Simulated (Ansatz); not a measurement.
System: SnHF, charge 0, singlet. SnHF (SMILES [F][SnH]).
B3LYP-D3(BJ)/def2-TZVP minimum from Ansatz (a first-principles code):
```
Sn
F 1 1.9610
H 1 1.7933 2 93.43
```
Charge 0, spin multiplicity 1.

Total energies in def2-QZVPP, 12 correlated electrons, 10 frozen orbitals. Radicals and triplets start from unrestricted determinants; spin-orbit coupling is neglected. Correlated methods leave the cores frozen (noble-gas shells, and filled d and f shells in the p block). Past Kr the def2 sets carry scalar-relativistic core potentials. Spin-orbit terms, left out, reach several kcal/mol for Br and I, and more for heavier atoms.

```csv
method,program,energy (Eh),minus CCSDT(Q) (mEh)
HF,Ansatz,-313.44270,397.62
MP2,Ansatz,-313.81741,22.91
CCSD,Ansatz,-313.82657,13.75
CCSD(T),Ansatz,-313.83945,0.87
CCSDT(Q),Ansatz,-313.84032,0.00
```

Rough core times of Ansatz's runs on a shared machine: CCSD(T) under 20 s, CCSDT(Q) 50 min.
